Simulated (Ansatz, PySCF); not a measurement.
CBrCl2F. Atoms are numbered in the order given.

```xyz
5

F     -0.6116    -1.6097     0.0000
C     -0.4685    -0.2919     0.0000
Cl    -1.2302     0.3639     1.4487
Cl    -1.2302     0.3639    -1.4487
Br     1.4326     0.1105     0.0000
```
Charge 0, spin multiplicity 1.

The structure is a stationary point at PBE0-D3(BJ)/def2-SVP.

Vertical ionisation energy (IE) and electron affinity (EA) in eV. Rows of orbital energies are one-electron estimates. Where ΔSCF, EOM or ADC give a negative EA the extra electron is unbound and the value depends on the basis.

```csv
level,IE,EA
"−ε(HOMO), −ε(LUMO), ωB97X/def2-TZVP (PySCF)",11.08,-0.56
"−ε(HOMO), −ε(LUMO), PBE/def2-TZVP (PySCF)",7.30,2.69
"ΔSCF, CAM-B3LYP/def2-SVPD (Ansatz), final states of multiplicity 2 and 2",11.21,0.01
"ΔSCF, PBE/def2-SVPD (Ansatz), final states of multiplicity 2 and 2",10.49,0.16
```

Problem. What vertical singlet–triplet gap does ΔSCF give with CAM-B3LYP/def2-SVPD (Ansatz, a quantum-chemistry and plane-wave program) and with PBE/def2-SVPD (Ansatz)? (Estimate from the structure and the level; the computed values follow.)

Solution. 4.97 and 4.56 eV (triplet above singlet where positive).
